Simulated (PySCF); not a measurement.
# A survey of ¹⁷O NMR shifts

One averaged value for each set of equivalent atoms, non-relativistic, a single conformation, no solvent model. Geometry: GFN2-xTB; shieldings: GIAO PBE0/pcSseg-1; PySCF 2.14.

Shieldings were converted by a linear fit to measured shifts: ¹⁷O: δ = 266.70 − 0.911σ (rms 10.7 ppm, 155 shifts, 12.2 ppm with the 3 outliers that the fit left out vs liquid water, solution or neat liquid). A few per cent of atoms miss by over 2 rms, more outside the fitted compound classes.

(1) Give the ¹⁷O shifts of `CS[SiH2]CC1=COC(=O)C1`, `C=CCC1=CC(=O)CC1`, `NC(=S)C#CC(=O)O`, `CO/C(=C\F)O[SiH3]`, `OCP1CCSCC1`.

(2) Order these by ¹⁷O shift, lowest first.
A. CC(=O)[C@@H]1C[C@@]1([SiH3])C1CC1
B. CO[SiH2][Si@@H](C)S[SiH3]
C. C=C(C)[C@@H]1C[SiH2][C@@H]1C(C)=O
D. C=C(C)[C@@H]1C[C@@H](C=O)C[SiH2]1
E. CC#CC#C[C@@H](C)CO

## Answers

(1) 
| compound | environment | δ (ppm) |
| --- | --- | --- |
| [CH3:1][S:2][SiH2:3][CH2:4][C:5]1=[CH:6][O:7][C:8](=[O:9])[CH2:10]1 | O9: ester carbonyl oxygen | 367.6 |
| [CH3:1][S:2][SiH2:3][CH2:4][C:5]1=[CH:6][O:7][C:8](=[O:9])[CH2:10]1 | O7: ester alkoxy oxygen | 212.5 |
| C=CCC1=CC(=O)CC1 | ketone oxygen | 526.7 |
| [NH2:1][C:2](=[S:3])[C:4]#[C:5][C:6](=[O:7])[OH:8] | O7: carbonyl oxygen | 378.3 |
| [NH2:1][C:2](=[S:3])[C:4]#[C:5][C:6](=[O:7])[OH:8] | O8: acid hydroxyl oxygen | 162.5 |
| [CH3:1][O:2]/[C:3](=[CH:4]\[F:5])[O:6][SiH3:7] | O2: ether oxygen | 56.8 |
| [CH3:1][O:2]/[C:3](=[CH:4]\[F:5])[O:6][SiH3:7] | O6: oxygen bonded to C, Si | 30.8 |
| OCP1CCSCC1 | alcohol oxygen | -18.3 |

(2) B (-52.7 ppm, oxygen bonded to C, Si), E (-1.9 ppm, alcohol oxygen), A (498.4 ppm, ketone oxygen), C (528.6 ppm, ketone oxygen), D (579.8 ppm, aldehyde oxygen).

In solution the two oxygens of a carboxylic acid give one averaged line by proton exchange, and hydrogen bonding shields acid and N–H amide carbonyl oxygens by tens of ppm; neither is in these numbers.
